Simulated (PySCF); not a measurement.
Se (SMILES [Se+]), charge +1, quartet; PySCF with DF-HF/aug-cc-pVDZ.

The PySCF input:
```python
from pyscf import gto, scf

mol = gto.M(
    atom='''
Se    0.00000000    0.00000000    0.00000000
''',
    basis='aug-cc-pvdz',
    charge=1,
    spin=3,
    verbose=4,
)

mf = scf.UHF(mol)
mf = mf.density_fit(auxbasis='def2-universal-jkfit')
mf.kernel()
```

It wrote (shortened):

```
PySCF version 2.14.0

[INPUT] verbose = 4
[INPUT] num. atoms = 1
[INPUT] num. electrons = 33
[INPUT] charge = 1
[INPUT] spin (= nelec alpha-beta = 2S) = 3
[INPUT] symmetry False subgroup None
[INPUT] Mole.unit = angstrom
[INPUT] Symbol           X                Y                Z      unit          X                Y                Z       unit  Magmom
[INPUT]  1 Se     0.000000000000   0.000000000000   0.000000000000 AA    0.000000000000   0.000000000000   0.000000000000 Bohr   0.0

nuclear repulsion = 0
number of shells = 9
number of NR pGTOs = 86
number of NR cGTOs = 36
basis = aug-cc-pvdz
ecp = {}

******** <class 'pyscf.df.df_jk.DFUHF'> ********
method = DFUHF
initial guess = minao
damping factor = 0
level_shift factor = 0
DIIS = <class 'pyscf.scf.diis.CDIIS'>
diis_start_cycle = 1
diis_space = 8
diis_damp = 0
SCF conv_tol = 1e-09
SCF conv_tol_grad = None
SCF max_cycles = 50
direct_scf = False
number electrons alpha = 18  beta = 15
Set gradient conv threshold to 3.16228e-05
******** <class 'pyscf.df.df.DF'> ********
auxbasis = def2-universal-jkfit
init E= -2398.63016679478

cycle= 1 E= -2399.42577941141  delta_E= -0.796  |g|= 0.235  |ddm|= 0.758
cycle= 2 E= -2399.48190047209  delta_E= -0.0561  |g|= 0.0629  |ddm|= 0.367
cycle= 3 E= -2399.4841049546  delta_E= -0.0022  |g|= 0.0135  |ddm|= 0.0761
cycle= 4 E= -2399.48433958115  delta_E= -0.000235  |g|= 0.00304  |ddm|= 0.0291
cycle= 5 E= -2399.48435129279  delta_E= -1.17e-05  |g|= 0.000391  |ddm|= 0.00895
cycle= 6 E= -2399.48435146827  delta_E= -1.75e-07  |g|= 2.42e-05  |ddm|= 0.00129
cycle= 7 E= -2399.48435146882  delta_E= -5.52e-10  |g|= 1.53e-06  |ddm|= 7.93e-05
Extra cycle  E= -2399.48435146882  delta_E= -1.36e-12  |g|= 3.21e-07  |ddm|= 3.04e-06
converged SCF energy = -2399.48435146882  <S^2> = 3.7507207  2S+1 = 4.0003603
```
